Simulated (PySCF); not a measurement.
# What a mistake does to a calculation on AlClGeH4N cation

All numbers below are calculated, not measured. The program is PySCF 2.14.0, an open-source quantum chemistry code, run on an isolated molecule that a program drew, which may never have been made. The molecule is AlClGeH4N cation (charge +1, singlet), drawn as the SMILES string `[NH2][GeH2][Al+][Cl]`.

Each row is a Hartree-Fock (HF) and frozen-core CCSD(T) single point in the cc-pV(D+d)Z basis, meant for a local HF minimum. Run 1 is clean. Each other run has one planted mistake out of seven kinds, and not every kind appears here: one electron removed, one electron added, multiplicity raised by two, geometry at a saddle point, minimal basis STO-3G, one bond length entered in bohr, all coordinates scaled. The reference is restricted for singlets and unrestricted otherwise, and also for a bond in bohr. Adding or removing an electron swaps singlet and doublet. Electrons count all cores. HOMO and LUMO are orbital energies over both spins, the gradient is its largest component, and the lowest frequency (negative if imaginary) is given only where the gradient is small. Bond lengths are over the 7 bonds as drawn. T1 is the CCSD diagnostic: over 0.02 (restricted) or 0.045 (unrestricted) a single reference is doubtful. Germanium has the cc-pVDZ-PP basis, with a core potential (ECP10MDF) in place of its 10 inner electrons, and its 3s, 3p and 3d shells are frozen in CCSD(T).

Geometry of the clean run:
```xyz
8
AlClGeH4N cation, angstrom
N    -1.4459   -2.0743   -1.5235
Ge   -1.1711   -0.6413   -0.5110
Al    1.1363    0.5270   -1.2712
Cl    2.8975    1.3567   -1.9041
H    -1.0031   -2.9549   -1.3399
H    -1.8406   -2.0151   -2.4432
H    -2.1354    0.4905   -0.7871
H    -0.8321   -0.9700    0.9257
```

```
run,electrons,basis functions,<S^2>,HOMO (eV),LUMO (eV),gradient (hartree/bohr),lowest frequency (cm^-1),mean bond (Å),longest bond (Å),T1,HF (hartree),CCSD(T) (hartree),mistake
1,72,103,0.000,-14.63,-3.87,1.3e-05,66,1.6498,2.696,0.0163,-1051.41320,-1051.91824,no fault
2,73,103,0.840,-5.22,1.22,4.0e-02,-,1.6498,2.696,0.0263,-1051.57934,-1052.09147,one electron added
3,72,103,0.000,-14.67,-3.73,6.6e-02,-,1.5492,2.531,0.0139,-1051.37957,-1051.87633,?
4,72,103,0.911,-13.94,-4.83,1.1e-02,-,1.8420,2.858,0.0321,-1051.31319,-1051.80210,?
```

**Which mistake was planted in run 3, and what did it cost?**

The mean and the longest bond both change by the same factor, 0.939, and the gradient is no longer small. So the mistake is: all coordinates scaled. Subtracting run 1 and multiplying by 627.51 kcal/mol a hartree, the energy moved by 21.1 kcal/mol in HF and 26.3 kcal/mol in CCSD(T).

**Which mistake was planted in run 4, and what did it cost?**

The mean bond changes by a factor of 1.116 and the longest by 1.060, so the molecule wasn't scaled as a whole. A length L in bohr read as angstrom grows by (1/0.5292 - 1) L = 0.890 L. The 7 bonds together grew by 7 x 0.1922 = 1.345 Å, which gives L = 1.512 Å. That is the length of one of the Ge-H bonds, 1.512 Å in the clean geometry. So the mistake is: one bond length entered in bohr. Subtracting run 1 and multiplying by 627.51 kcal/mol a hartree, the energy moved by 62.8 kcal/mol in HF and 72.9 kcal/mol in CCSD(T).

